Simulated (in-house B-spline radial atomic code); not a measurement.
## RPA and G0W0 on TPSS: the bismuth ion Bi⁴⁺

Configuration [Xe] 4f14 5d10 6s1, highest spin, mean-field start TPSS. Computed with a B-spline radial code for spherical atoms: all electrons, scalar-relativistic (spin-free one-electron X2C), finite nucleus, each spin shell either full or empty, empty states to l = 9 with an (l + 1/2)⁻⁴ tail; G0W0 by contour deformation at full frequency.

Without the two-electron picture change, the correlation of inner shells comes somewhat too large for so heavy an element.

RPA overbinds a lone outer s electron by self-correlation, and G0W0 tends to as well.

Command:
```bash
python run_gw.py task.json out
```
Settings (radii: box in bohr, nucleus in fm):
```
Z                        83
electrons                79
configuration            [Xe] 4f14 5d10 6s1
hamiltonian              x2c
method                   tpss,tpss
lmax                     9
rms_radius               5.5211
spin_polarised           True
box_radius               11.96
intervals                67
ion_configuration        [Xe] 4f14 5d10
```

Cost of the run: 17 s on 1 thread of Arm Neoverse N1, on a shared host.

Energies (hartree):

```
                                     term         value
                         mean-field total  -21531.39587
Hartree-Fock functional on these orbitals  -21526.12468
                      direct second order       -8.1351
                    second-order exchange        2.0133
                         SOSEX correction        1.8996
```

(1) What is the RPA correlation energy, and what remains with SOSEX?

Quasi-particle levels (eV):

```tsv
level	occupied	mean field	Σx - vxc	Σc	QP weight	G0W0
6s up	yes	-51.07	-3.62	?	?	?
5d down	yes	-67.23	-8.82	0.04	0.940	-76.01
5d up	yes	-67.65	-8.92	0.11	0.928	-76.45
6s down	no	-49.83	7.72	-3.09	0.957	-45.20
```

G0W0 = mean field + (Σx - vxc) + Σc, with Σc (partial-wave tail included) taken at the quasi-particle energy. Only the outer levels were computed. Levels of low weight are left out.

(2) Where does G0W0 put 6s up?

(3) What does it cost to remove one electron (to [Xe] 4f14 5d10) by differences of total energies, each species on its own start (correlation terms add to the Hartree-Fock functional)?

Answers

(1) RPA gives -7.1759 hartree (-2.47 eV per electron); RPA + SOSEX gives -5.2763, and the second-order doubles -6.1218 hartree (no singles). RPA lacks exchange-type terms and so overcorrelates at short range.

(2) At -56.87 eV, with Σc = -2.18 eV and a quasi-particle weight of 0.965. The tabulated removal energy is 54.856 ± 0.025 eV (NIST, measured); the calculation leaves out spin-orbit coupling, Breit and QED terms, and what these don't explain is the method's own error.

(3) TPSS 56.30 eV, Hartree-Fock functional 54.20 eV, + RPA 56.65 eV, + RPA + SOSEX 55.93 eV, + second order 57.25 eV. Tabulated: 54.856 ± 0.025 eV (NIST, measured); the calculation leaves out spin-orbit coupling, Breit and QED terms, and what these don't explain is the method's own error.
